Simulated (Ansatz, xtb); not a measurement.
Relaxing a trial structure of ClFGeH4Si

The starting geometry of this gas-phase singlet has its atoms placed at random.

```xyz
8

Cl    0.4385   -1.0074   -1.6065
F    -0.6888   -0.8013   -0.5539
Ge   -1.5773    0.6355    1.6741
Si    1.0266    1.9242   -1.0565
H    -0.5709    2.2109   -0.5658
H     1.8473    0.9123   -0.6821
H    -0.9472    0.1193   -0.0821
H     1.4032   -1.7409   -0.5624
```

Task: Guess where an optimisation with r2SCAN-D4/def2-SVP ends from this start.

Result: It ends as a structure with F2 bridging Ge3 and H8, H5 bridging Ge3 and Si4, given below by its coordinates. Distances that change by over a tenth: F2–Ge3 (2.80 → 2.05 Å), Si4–H6 (1.36 → 1.53 Å). Contacts that open: Cl1–F2 (1.56 → 2.74 Å), F2–H7 (1.07 → 2.54 Å). Contacts that close: Cl1–Si4 (3.04 → 2.27 Å), F2–H8 (2.29 → 1.03 Å), Ge3–H5 (2.92 → 1.76 Å), Ge3–H7 (1.94 → 1.58 Å).

The energy falls by 14.71 eV over 25 steps:

```
step  E − E(last) (eV)
   1            14.706
   4             6.666
   6             5.362
   9             3.548
  12             1.558
  14             1.017
  17             0.338
  20             0.053
  22             0.007
  25             0.000
```

Final geometry (Å):

```yaml
atoms:
  - { symbol: Cl, position_ang: [1.2036, -0.7150, -1.7210] }
  - { symbol: F, position_ang: [-1.2529, -1.0385, -0.5508] }
  - { symbol: Ge, position_ang: [-1.2258, 0.5866, 0.7059] }
  - { symbol: Si, position_ang: [1.0409, 1.5318, -1.4150] }
  - { symbol: H, position_ang: [-0.4385, 1.4281, -0.6238] }
  - { symbol: H, position_ang: [1.8203, 1.5138, -0.1014] }
  - { symbol: H, position_ang: [0.1286, 0.0190, 1.3007] }
  - { symbol: H, position_ang: [-0.3447, -1.0731, -1.0297] }
```

From the same start GFN2-xTB ends elsewhere, differing in Cl1–H8 (1.31 against 1.73 Å here), F2–H8 (1.57 against 1.03 Å here), Ge3–Si4 (2.51 against 3.24 Å here), Ge3–H5 (3.67 against 1.76 Å here).

From so rough a start the end depends on the optimiser's path, so another program may land elsewhere. The end wasn't checked by frequencies. Run with Ansatz 0.2.0, 50 s on 2 threads of Intel(R) Xeon(R) Platinum 8375C CPU @ 2.90GHz (Ice Lake), with other jobs on the host.
